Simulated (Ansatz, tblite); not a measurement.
Cost and result up the ladder for Li₇ (7 atoms). The state is a doublet with charge 0. Geometry: PBE/def2-TZVP.

```xyz
7

Li    0.642    0.776   -2.378
Li    2.353   -0.924   -0.535
Li   -1.849    0.090    1.803
Li   -1.957    1.405   -0.933
Li   -0.592   -1.188   -0.549
Li    0.813   -1.348    2.046
Li    0.590    1.189    0.547
```

Ansatz on 4 threads of Arm Neoverse V1 on a shared host; xTB runs through tblite on one thread. Times are rough, summed over both states, and most runs start from the orbitals of an earlier one. No level here is sound enough to serve as a yardstick. The other state is a singlet.

The xTB rows come from tblite. The structure comes from a short search, and lower isomers may exist.

Run but left out: HF/def2-TZVPP, MP2/def2-TZVPP, CCSD/def2-TZVPP, CCSD(T)/def2-TZVPP (doublet: ⟨S²⟩ 1.77, where a pure state has 0.75).

Raw xTB energies of ions are shifted by several eV, and xTB has no spin-polarisation term.

```json
{"level": "GFN1-xTB", "functions": "28", "wall time": "0.006 s", "vertical IE (eV)": "12.39", "remarks": "–"}
{"level": "GFN2-xTB", "functions": "28", "wall time": "0.008 s", "vertical IE (eV)": "7.65", "remarks": "–"}
{"level": "PBE/def2-TZVP", "functions": "98", "wall time": "2.1 s", "vertical IE (eV)": "4.33", "remarks": "restricted SCF unstable in HF (+1 singlet)"}
{"level": "PBE0/def2-TZVP", "functions": "98", "wall time": "5.1 s", "vertical IE (eV)": "4.26", "remarks": "restricted SCF unstable in HF (+1 singlet)"}
{"level": "r2SCAN/def2-TZVP", "functions": "98", "wall time": "8.1 s", "vertical IE (eV)": "4.33", "remarks": "restricted SCF unstable in HF (+1 singlet)"}
```
